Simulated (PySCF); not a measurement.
## Identify the compound

Molecular formula: C₆H₉P₃. Simulated spectra:

¹H NMR (400 MHz, computed): δ 10.97 (m, 2H), 3.71 (m, 1H), 1.75 (d, 6H).

¹³C{¹H} NMR (computed): δ 228.7 (C), 188.2 (CH), 48.1 (CH), 33.9 (CH3).

Calculated, not measured (PySCF 2.14.0 with density-fitted response routines): NMR shieldings at PBE0/pcSseg-1/GIAO, GFN2-xTB structure. Fast rotation and ring inversion assumed for equivalent nuclei, one computed conformer, gas phase, no relativistic terms.

δ = σ(ref) − σ, references computed at the same level: ¹H and ¹³C vs TMS.

Deduce the structure.

Results:


1. 4 carbon signals for 6 carbons: some carbons are equivalent by symmetry or fast rotation.
2. Carbon types of the structure: 1 × C, 3 × CH, 2 × CH3, which accounts for all hydrogens.
3. δC 228.7: substituted aromatic carbon.
4. δC 188.2: aromatic CH.
5. δC 48.1: sp3 CH on an aromatic ring; aliphatic region, no heteroatom directly attached.
6. δC 33.9: methyl carbon; aliphatic region, no heteroatom directly attached.
7. δH 10.97: hydrogen on an aromatic CH; aromatic region.
8. δH 3.71: hydrogen on an sp3 CH on an aromatic ring.
9. δH 1.75: hydrogen on a methyl carbon.

These data were computed for SMILES CC(C)c1pcpcp1.

This is the structure that produced the data.

Splittings by ³¹P in the carbon and heteronuclear signals aren't shown, as no couplings were computed. Shifts are as computed. Against solution values, carbons near 30 ppm lie about +3 ppm off and those near 130 ppm about +5 ppm. Of 1211 compounds with measured shifts, 218 miss one by over three times the rms of a fit or turn the order of signals round; such compounds aren't used in these exercises. Multiplicities follow the n + 1 count of equivalent neighbours, as no J values were calculated; m marks all less simple cases, F and P coupling included.
